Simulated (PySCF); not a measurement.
C4H5BO2.
Atom-mapped SMILES: `[CH:1]#[C:2]/[CH:3]=[CH:4]\[B:5]([OH:6])[OH:7]` (hydrogens: H8 on C1; H9 on C3; H10 on C4; H11 on O6; H12 on O7)

Computed with PySCF 2.14.0, PBE0-D3(BJ)/def2-SVP geometry optimisation, gas phase.

(1) Give the optimised bond lengths and angles.

Answers

(1) 
```
          bond  length (Å)
         C1≡C2       1.216
         C2–C3       1.426
         C3=C4       1.349
         C4–B5       1.574
  B5–O6, B5–O7       1.359
         C1–H8       1.075
         C3–H9       1.097
        C4–H10       1.095
O6–H11, O7–H12       0.966
```

Bonds in one row agree within 0.01 Å and their mean is given. A selection of angles:
```
    angle  degrees
 C2–C1–H8    179.3
 C1–C2–C3    179.2
 C2–C3–C4    124.6
 C2–C3–H9    114.8
 C4–C3–H9    120.6
 C3–C4–B5    126.0
C3–C4–H10    116.4
B5–C4–H10    117.6
 C4–B5–O6    116.8
 C4–B5–O7    124.1
 O6–B5–O7    119.1
B5–O6–H11    111.2
B5–O7–H12    112.9
```

Dihedral angles: C2–C3–C4–B5 0° (synperiplanar); C3–C4–B5–O6 179° (antiperiplanar); H11–O6–B5–C4 180° (antiperiplanar); H12–O7–B5–C4 0° (synperiplanar).

The 7 heavy atoms lie in one plane (0.010 Å rms). O6 (boron-bound oxygen) is bent (angle 111.2°). B5 (three-coordinate boron) is planar (angles 124.1°, 119.1° and 116.8°, sum 360.0°, 0.00 Å off the plane of its three neighbours). Of the pairs four or more bonds apart, C2···H12 is among the closest relative to their van der Waals radii: 2.19 Å, 75 % of the sum of Bondi's values. The C–C distances run from 1.216 Å (C1≡C2, drawn triple) to 1.426 Å (C2–C3, drawn single), a spread of 0.210 Å.

Not checked by PBE0-D3(BJ)/def2-SVP frequencies. One conformer, not necessarily the lowest (C4–B5–O6–H 180°, C4–B5–O7–H 0°).
